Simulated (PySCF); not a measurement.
C₃H₅N₃, SMILES N#C/N=C\CN. Coordinates come from a PBE-D3(BJ)/def2-SVP optimisation. The structure was generated by enumeration; whether it is a known compound was not checked. Other conformers were not sampled.

Computed equilibrium geometry at PBE-D3(BJ)/def2-SVP (PySCF confirms it by a frequency run) as bond lengths and angles (one conformer of several):
Atoms: N1 C2 N3 C4 C5 N6 H7 H8 H9 H10 H11. Bonded distances (Å): N1–C2 1.181, C2–N3 1.334, N3–C4 1.295, C4–C5 1.506, C4–H7 1.111, C5–N6 1.464, C5–H8 1.111, C5–H9 1.110, N6–H10 1.028, N6–H11 1.028. Bond angles (°): N1–C2–N3 172.8, C2–N3–C4 122.6, N3–C4–C5 127.6, N3–C4–H7 115.6, C5–C4–H7 116.5, C4–C5–N6 110.5, C4–C5–H8 110.1, C4–C5–H9 110.1, N6–C5–H8 109.0, N6–C5–H9 109.6, H8–C5–H9 107.4, C5–N6–H10 111.5, C5–N6–H11 110.6, H10–N6–H11 106.9.
Charge 0, spin multiplicity 1.
